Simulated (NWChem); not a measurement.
System: C3H4Cl2Si; SMILES C=C=C(Cl)[SiH2]Cl

NWChem printed, in part:

```
             Northwest Computational Chemistry Package (NWChem) 7.3.0
             --------------------------------------------------------

                             Geometry "geometry" -> ""
                             -------------------------

 Output coordinates in angstroms (scale by  1.889725989 to convert to a.u.)

  No.       Tag          Charge          X              Y              Z
 ---- ---------------- ---------- -------------- -------------- --------------
    1 C                    6.0000     1.65348300     2.67664300     0.44394700
    2 C                    6.0000     0.77837600     1.74550700     0.16849700
    3 C                    6.0000    -0.05783200     0.77824300    -0.12324300
    4 Cl                  17.0000    -1.78571000     0.96967700     0.08534200
    5 Si                  14.0000     0.51791600    -0.87148700    -0.79445200
    6 Cl                  17.0000     0.07278400    -2.37463100     0.55278600
    7 H                    1.0000     2.09478700     2.76006600     1.44324500
    8 H                    1.0000     1.96540700     3.40423300    -0.31333800
    9 H                    1.0000     1.99063400    -0.81407400    -0.98977800
   10 H                    1.0000    -0.20053500    -1.17157200    -2.06153000

 Effective nuclear repulsion energy (a.u.)     382.1564840774

                                 NWChem DFT Module
                                 -----------------

 Summary of "ao basis" -> "ao basis" (spherical)
 ------------------------------------------------------------------------------
       Tag                 Description            Shells   Functions and Types
 ---------------- ------------------------------  ------  ---------------------
 C                          def2-svp                 6       14   3s2p1d
 Cl                         def2-svp                 8       18   4s3p1d
 Si                         def2-svp                 8       18   4s3p1d
 H                          def2-svp                 3        5   2s1p

 in cosmo_initialize ...
 calling solv_data for solv:toluene

 solvent parameters
 solvname_short: toluene
 solvname_long:  toluene
 dielec:        2.3741
 dielecinf:     2.2383
 nonaqueous SMD model solvent descriptors
 dielec:        2.3741
 sola:          0.0000
 solb:          0.1400
 solc:          0.8570
 solg:         40.2000
 solh:          0.0000
 soln:          1.4961

          ---------------
          -cosmo- solvent
          ---------------
 Cosmo: York-Karplus, doi: 10.1021/jp992097l
 dielectric constant -eps-     =   2.37
 screen = (eps-1)/(eps    )    =   0.57879
 surface charge correction     = lagrangian

   van der Waals surface
 --------------------------

 ---------- ATOMIC COORDINATES (A.U.) ------------ VDWR(ANG.) --
     1    3.12462980    5.05812184    0.83893818     1.850
     2    1.47091736    3.29852994    0.31841316     1.850
     3   -0.10928663    1.47066602   -0.23289550     1.850
     4   -3.37450260    1.83242383    0.16127300     2.380
     5    0.97871933   -1.64687163   -1.50129659     2.470
     6    0.13754182   -4.48740191    1.04461407     2.380
     7    3.95857343    5.21576845    2.72733758     1.200
     8    3.71408069    6.43306757   -0.59212296     1.200
     9    3.76175280   -1.53837679   -1.87040921     1.200
    10   -0.37895620   -2.21395006   -3.89572682     1.200
 number of segments per atom =        128
 number of   points per atom =        128
 atom (   nspa,  nppa )
 ----------------------
    1 (     70,     0 )       0
    2 (     44,     0 )       0
    3 (     13,     0 )       0
    4 (     94,     0 )       0
    5 (     59,     0 )       0
    6 (     89,     0 )       0
    7 (     52,     0 )       0
    8 (     56,     0 )       0
    9 (     32,     0 )       0
   10 (     34,     0 )       0
 number of -cosmo- surface points =      543
 molecular surface =    176.135 angstrom**2
 molecular volume  =    176.895 angstrom**3
 -lineq- algorithm             =   0
 -bem- low  level              =   3
 -bem- from -octahedral-
 gaussian surface charge width =   4.50000
 degree of switching           =   1.00000
 switching function tolerance  =   0.00010
 atomic radii =
 --------------
    1  6.000  1.850
    2  6.000  1.850
    3  6.000  1.850
    4 17.000  2.380
    5 14.000  2.470
    6 17.000  2.380
    7  1.000  1.200
    8  1.000  1.200
    9  1.000  1.200
   10  1.000  1.200
 ...... end of -cosmo- initialization ......

 nat:                    10
 ixmem:                  5529
 calling mnsol_interface()
 G(SMD-CDS) energy (kcal/mol)  =    -2.270
 SMD-CDS SASA (angstrom**2)    =   184.384

            General Information
            -------------------
          SCF calculation type: DFT
          Wavefunction type:  closed shell.
          No. of atoms     :    10
          No. of electrons :    70
           Alpha electrons :    35
            Beta electrons :    35
          Charge           :     0
          Spin multiplicity:     1
          Use of symmetry is: off; symmetry adaption is: off
          Maximum number of iterations: 150
          AO basis - number of functions:   116
                     number of shells:    54
          Convergence on energy requested:  1.00D-06
          Convergence on density requested:  1.00D-05
          Convergence on gradient requested:  5.00D-04

              XC Information
              --------------
                         PBE0 Method XC Functional
                     Hartree-Fock (Exact) Exchange  0.250
          PerdewBurkeErnzerhof Exchange Functional  0.750
            Perdew 1991 LDA Correlation Functional  1.000 local
           PerdewBurkeErnz. Correlation Functional  1.000 non-local

             Grid Information
             ----------------
          Grid used for XC integration:  medium
          Radial quadrature: Mura-Knowles
          Angular quadrature: Lebedev.
          Tag              B.-S. Rad. Rad. Pts. Rad. Cut. Ang. Pts.
          ---              ---------- --------- --------- ---------
          C                   0.70       49          12.0       434
          Cl                  1.00       88          14.0       590
          Si                  1.10       88          11.0       590
          H                   0.35       45          13.0       434
          Grid pruning is: on
          Number of quadrature shells:   591
          Spatial weights used:  Erf1

      Superposition of Atomic Density Guess
      -------------------------------------

 Sum of atomic energies:       -1322.25713036

      Non-variational initial energy
      ------------------------------

 Total energy =   -1324.787440
 1-e energy   =   -2585.002291
 2-e energy   =     878.058367
 HOMO         =      -0.277193
 LUMO         =      -0.019056

   convergence    iter        energy       DeltaE   RMS-Dens  Diis-err
 ---------------- ----- ----------------- --------- --------- ---------
     COSMO gas phase
 d= 0,ls=0.0,diis     1  -1325.5033791803 -1.71D+03  1.06D-02  5.35D-01
 d= 0,ls=0.0,diis     2  -1325.5001923782  3.19D-03  7.69D-03  4.98D-01
 d= 0,ls=0.0,diis     3  -1325.5582991937 -5.81D-02  2.20D-03  8.61D-02
 d= 0,ls=0.0,diis     4  -1325.5687443715 -1.04D-02  7.39D-04  1.03D-02
 d= 0,ls=0.0,diis     5  -1325.5702551923 -1.51D-03  1.23D-04  1.59D-04
  Resetting Diis
 d= 0,ls=0.0,diis     6  -1325.5702722908 -1.71D-05  4.22D-05  2.26D-05
 d= 0,ls=0.0,diis     7  -1325.5702750845 -2.79D-06  3.05D-05  3.91D-06
 d= 0,ls=0.0,diis     8  -1325.5702742467  8.38D-07  1.88D-05  1.05D-05
 d= 0,ls=0.0,diis     9  -1325.5702755822 -1.34D-06  2.04D-06  5.46D-08
 d= 0,ls=0.0,diis    10  -1325.5702755897 -7.47D-09  4.55D-07  2.23D-09

   convergence    iter        energy       DeltaE   RMS-Dens  Diis-err
 ---------------- ----- ----------------- --------- --------- ---------
     COSMO solvation phase
 d= 0,ls=0.0,diis     1  -1325.5763252975 -6.05D-03  7.99D-04  6.35D-04
 d= 0,ls=0.0,diis     2  -1325.5765242938 -1.99D-04  2.27D-04  4.65D-04
 d= 0,ls=0.0,diis     3  -1325.5765864810 -6.22D-05  7.47D-05  9.76D-05
 d= 0,ls=0.0,diis     4  -1325.5765975642 -1.11D-05  3.30D-05  1.53D-05
 d= 0,ls=0.0,diis     5  -1325.5765994821 -1.92D-06  8.87D-06  7.71D-07
 d= 0,ls=0.0,diis     6  -1325.5765995854 -1.03D-07  2.27D-06  7.10D-08

         Total DFT energy =    -1325.576599585413
      One electron energy =    -2588.561139231618
           Coulomb energy =      975.257340757433
    Exchange-Corr. energy =      -94.559920706602
 Nuclear repulsion energy =      382.156484077356

             COSMO energy =        0.130635518018

 Numeric. integr. density =       70.000005830345

                                COSMO-SMD solvation results
                                ---------------------------

             internal energy in gas <Psi(g)|H|Psi(g)> =     -1325.570275589663
         internal energy in solvent <Psi(s)|H|Psi(s)> =     -1325.569956370111
                               delta internal energy  =         0.000319219552 (    0.20 kcal/mol)
   total free energy in solvent <Psi(s)|H+V/2|Psi(s)> =     -1325.572982588625
 polarization energy contribution <Psi(s)|V/2|Psi(s)> =        -0.003026218514 (   -1.90 kcal/mol)
    total free energy in solvent including G(SMD-CDS) =     -1325.576599585413
                       G(SMD-CDS) energy contribution =        -0.003616996788 (   -2.27 kcal/mol)
     1 M fixed-concentration free energy of solvation =        -0.006323995751 (   -3.97 kcal/mol)

                       DFT Final Molecular Orbital Analysis
                       ------------------------------------

 Vector   33  Occ=2.000000D+00  E=-3.210237D-01
              MO Center= -8.2D-01,  5.7D-01, -5.8D-03, r^2= 4.5D+00
   Bfn.  Coefficient  Atom+Function         Bfn.  Coefficient  Atom+Function
  ----- ------------  ---------------      ----- ------------  ---------------
    54      0.496551   4 Cl py               51      0.355557   4 Cl py
    55      0.216273   4 Cl pz               48      0.205846   4 Cl py
    89      0.181067   6 Cl px               18      0.169413   2 C  px
   107     -0.164270   9 H  s                52      0.156456   4 Cl pz
    33     -0.139356   3 C  py              108     -0.132577   9 H  s

 Vector   34  Occ=2.000000D+00  E=-2.986581D-01
              MO Center=  7.4D-01,  1.4D+00,  1.4D-01, r^2= 4.7D+00
   Bfn.  Coefficient  Atom+Function         Bfn.  Coefficient  Atom+Function
  ----- ------------  ---------------      ----- ------------  ---------------
     4      0.286385   1 C  px               19     -0.223254   2 C  py
     5     -0.217104   1 C  py               18      0.202999   2 C  px
     7      0.195047   1 C  px               21      0.184209   2 C  px
    90      0.166622   6 Cl py               53      0.161262   4 Cl px
    33      0.157331   3 C  py                8     -0.139976   1 C  py

 Vector   35  Occ=2.000000D+00  E=-2.780475D-01
              MO Center= -2.7D-01,  1.2D+00,  6.9D-02, r^2= 3.4D+00
   Bfn.  Coefficient  Atom+Function         Bfn.  Coefficient  Atom+Function
  ----- ------------  ---------------      ----- ------------  ---------------
    55      0.412644   4 Cl pz               20     -0.310834   2 C  pz
    34     -0.308793   3 C  pz               52      0.279470   4 Cl pz
    23     -0.210690   2 C  pz               37     -0.196935   3 C  pz
    49      0.161490   4 Cl pz               54     -0.161308   4 Cl py
    97      0.126209   7 H  s               102     -0.126016   8 H  s

 Vector   36  Occ=0.000000D+00  E=-3.411915D-02
              MO Center=  5.3D-01,  1.5D+00,  1.5D-01, r^2= 4.4D+00
   Bfn.  Coefficient  Atom+Function         Bfn.  Coefficient  Atom+Function
  ----- ------------  ---------------      ----- ------------  ---------------
    53      0.452392   4 Cl px               21      0.358635   2 C  px
     7     -0.323438   1 C  px                8      0.321678   1 C  py
    35      0.290076   3 C  px                4     -0.260361   1 C  px
    46      0.251548   4 Cl s                18      0.247806   2 C  px
    19     -0.241595   2 C  py                5      0.222794   1 C  py

 Vector   37  Occ=0.000000D+00  E=-2.612782D-02
              MO Center=  5.7D-01,  1.1D+00, -9.5D-02, r^2= 4.3D+00
   Bfn.  Coefficient  Atom+Function         Bfn.  Coefficient  Atom+Function
  ----- ------------  ---------------      ----- ------------  ---------------
    23      0.488676   2 C  pz               20      0.421562   2 C  pz
    37     -0.337647   3 C  pz               73     -0.316702   5 Si pz
    72      0.301734   5 Si py              103      0.286637   8 H  s
    98     -0.278964   7 H  s                34     -0.263749   3 C  pz
   113     -0.230015  10 H  s                82      0.198295   6 Cl s

 Vector   38  Occ=0.000000D+00  E= 3.871578D-02
              MO Center=  6.0D-01, -7.0D-01, -8.0D-01, r^2= 4.7D+00
   Bfn.  Coefficient  Atom+Function         Bfn.  Coefficient  Atom+Function
  ----- ------------  ---------------      ----- ------------  ---------------
    72      1.293981   5 Si py               31     -1.151040   3 C  s
    64      0.397084   5 Si s                91     -0.335896   6 Cl pz
    73      0.331366   5 Si pz              113      0.324533  10 H  s
    36      0.318098   3 C  py               37      0.307570   3 C  pz
    69      0.260405   5 Si py               71     -0.256821   5 Si px

     Multipole analysis of the density
     ---------------------------------

     L   x y z        total         alpha         beta         nuclear
     -   - - -        -----         -----         ----         -------
     0   0 0 0     -0.000000    -35.000000    -35.000000     70.000000

     1   1 0 0      0.912222      2.132736      2.132736     -3.353249
     1   0 1 0      0.792209      1.061312      1.061312     -1.330414
     1   0 0 1     -0.300580     -0.849161     -0.849161      1.397741

     2   2 0 0    -40.466462   -181.587152   -181.587152    322.707843
     2   1 1 0      3.705764    -10.341848    -10.341848     24.389460
     2   1 0 1      0.336325      2.993889      2.993889     -5.651454
     2   0 2 0    -40.243247   -392.622280   -392.622280    745.001314
     2   0 1 1      1.589107     -4.992716     -4.992716     11.574538
     2   0 0 2    -40.816534    -61.492324    -61.492324     82.168114
```

Level: PBE0/def2-SVP, SMD on the gas-phase geometry. Geometry: optimised at PBE0/def2-SVP. Solvent: toluene.

Which NWChem input produces such a log?

Several could match; the one computed here: the input that was run:
```
start job
memory heap 200 mb stack 900 mb global 1100 mb
geometry units angstroms noautosym nocenter noautoz
  C      1.653483     2.676643     0.443947
  C      0.778376     1.745507     0.168497
  C     -0.057832     0.778243    -0.123243
  Cl    -1.785710     0.969677     0.085342
  Si     0.517916    -0.871487    -0.794452
  Cl     0.072784    -2.374631     0.552786
  H      2.094787     2.760066     1.443245
  H      1.965407     3.404233    -0.313338
  H      1.990634    -0.814074    -0.989778
  H     -0.200535    -1.171572    -2.061530
end
basis spherical
  * library def2-svp
end
dft
  xc pbe0
  iterations 150
end
cosmo
  do_cosmo_smd true
  solvent toluene
end
task dft energy
```
